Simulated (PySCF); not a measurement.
Structure problem from calculated spectra and properties.

Formula: C6H10O2S.

| Quantity | Value |
| --- | --- |
| 1H NMR | chemical shifts (computed TMS as zero) by class: 2.47 (2 H), 2.39 (4 H), 1.56 (4 H) ppm [GIAO PBE0/pcSseg-1] |
| Rotational structure | rotational constants A, B, C: 2.166, 1.723, 1.422 GHz [GFN2-xTB] |
| NMR, other nuclei | isotropic shieldings of nuclei other than C and H, by class: 160 (2 O), 165 (1 S) ppm [GIAO PBE0/pcSseg-1] |
| Dipole | 5.15 D [PBE0/pcSseg-1] |
| 13C NMR | chemical shifts (computed TMS as zero) by class: 55.9 (2 C), 25.8 (4 C) ppm [GIAO PBE0/pcSseg-1] |

Electronic properties: PySCF, gas phase, density fitting. Levels stand in brackets. Isolated species at its GFN2-xTB geometry, gas phase. NMR values are class means; diastereotopic atoms form classes of their own.

Problem. Propose a structure and show how it fits.

Solution. Numbering: `[O:1]=[S:2]1(=[O:3])[C@H:4]2[CH2:5][CH2:6][C@@H:7]1[CH2:8][CH2:9]2`. 6 carbons fall into 2 classes; from least to most shielded: ring sp3 carbon bound to sulfur [C4/C7] (55.9 ppm, 2 C), ring CH2 carbon [C5/C6/C8/C9] (25.8 ppm, 4 C). Hydrogen classes from least to most shielded: 2 H on 2 like atoms (sp3 carbon bound to sulfur), C4/C7 (2.47 ppm), 4 H on 4 ring CH2 carbons, C5/C6/C8/C9 (2.39 ppm), 4 H on 4 ring CH2 carbons, C5/C6/C8/C9 (1.56 ppm). The other shieldings belong to: 160 ppm, sulfonyl oxygen [O1/O3]; 165 ppm, sulfonyl sulfur [S2]. The optimised geometry has point group C2v and is an asymmetric top. Structure: `O=S1(=O)[C@H]2CC[C@@H]1CC2`. Computed isomers that give other values at the same levels: `C=CCS(=O)(=O)CC=C` (13C chemical shifts (computed TMS as zero) by class: 135.5 (2 C), 132.4 (2 C), 65.5 (2 C) ppm); `C=C(C)C(=C)S(C)(=O)=O` (13C chemical shifts (computed TMS as zero) by class: 158.4 (1 C), 142.5 (1 C), 129.6 (1 C), 129.0 (1 C), 47.3 (1 C), 24.6 (1 C) ppm); `CC[C@@H]1CC=CS1(=O)=O` (13C chemical shifts (computed TMS as zero) by class: 145.8 (1 C), 142.3 (1 C), 65.3 (1 C), 37.6 (1 C), 25.8 (1 C), 15.2 (1 C) ppm). The assignments are read from this structure; whether some other isomer fits the data as well wasn't checked.
